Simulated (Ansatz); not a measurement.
`OC1=C([SiH2]Cl)C1` + H₂ → `OC1=CC1` + `[SiH3]Cl` at 400 K and 1 bar (hydrogenolysis of a C–Si bond).

Gas-phase electronic energies from Ansatz, PBE0-D4/def2-TZVP geometries. CBS: MP2 limit from def2 TZ/QZ plus the TZ coupled-cluster correction, frozen cores. This one scheme is used for every species. One conformer a species, not always the lowest.

```csv
species,CCSD(T)/CBS energy (Eh),H − E (kJ/mol),S (J/(mol·K))
`OC1=C([SiH2]Cl)C1`,-941.15758,224.1,404.0
H₂,-1.17544,38.0,139.0
`OC1=CC1`,-191.62882,183.4,296.4
`[SiH3]Cl`,-750.69636,85.8,267.3
```

H − E and S are ideal-gas, rigid-rotor, harmonic terms from PBE0-D4/def2-TZVP, for one conformer and one mirror image of each species. For small species the MP2-based limit differs from directly extrapolated CCSD(T) by up to some mEh (0.8 for H₂); such offsets cancel only in part. 1 Eh = 2625.50 kJ/mol, R = 8.31446 J/(mol·K).

Q: By hand: ΔE, ΔH, ΔS and ΔG.

A: ΔE = (-191.62882) + (-750.69636) − (-941.15758) − (-1.17544) = 0.00784 Eh = 20.6 kJ/mol. Δ(H − E) = 183.4 + 85.8 − 224.1 − 38.0 = 7.1, so ΔH = 27.7 kJ/mol. ΔS = 296.4 + 267.3 − 404.0 − 139.0 = 20.7 J/(mol·K). ΔG = 27.7 − 400 × (20.7)/1000 = 19.4 kJ/mol.

Q: By hand: the equilibrium constant, and the temperature at which ΔG would vanish if ΔH and ΔS stayed fixed.

A: log₁₀ K = −ΔG/(RT ln 10) = -2.5. ΔG = 0 at ΔH/ΔS = 1338 K.

ΔH outweighs TΔS. A doubt of 5 kJ/mol in ΔE shifts log₁₀ K by 0.7 here. Other conformers and mirror images would add mixing entropy, several J/(mol·K) or more a flexible species. Modes under 60 cm⁻¹, often nearly free rotors, make the harmonic entropy too high. These are equilibria of isolated gas molecules and say nothing of rates. Largest T1 diagnostic: 0.012 (customary marks: 0.02 for closed shells, 0.045 for open ones).
